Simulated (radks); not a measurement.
Problem. All-electron atom: Tc II in [Kr] 4d5 5s1. Calculated with a radial shooting solver on a logarithmic mesh with Libxc functionals: scalar-relativistic Kohn-Sham, PBE, spin-unpolarised, spherical densities, point nucleus. Some entries of the table are withheld. Estimate them.

| orbital | occ. | eigenvalue (eV) | <r> (bohr) |
|---|---|---|---|
| 1s | 2 | (1) | 0.03428 |
| 2s | 2 | (2) | 0.1496 |
| 2p | 6 | -2672.199 | 0.1304 |
| 3s | 2 | -526.1687 | (3) |
| 3p | 6 | -423.5134 | 0.4163 |
| 3d | 10 | -257.4093 | 0.3990 |
| 4s | 2 | -80.9448 | 1.058 |
| 4p | 6 | -52.9229 | 1.172 |
| 4d | 5 | -14.0961 | 1.670 |
| 5s | 1 | -11.3941 | 3.036 |

Solution. 
(1) 1s eigenvalue (eV): -20876.35
(2) 2s eigenvalue (eV): -2984.904
(3) 3s <r> (bohr): 0.4154
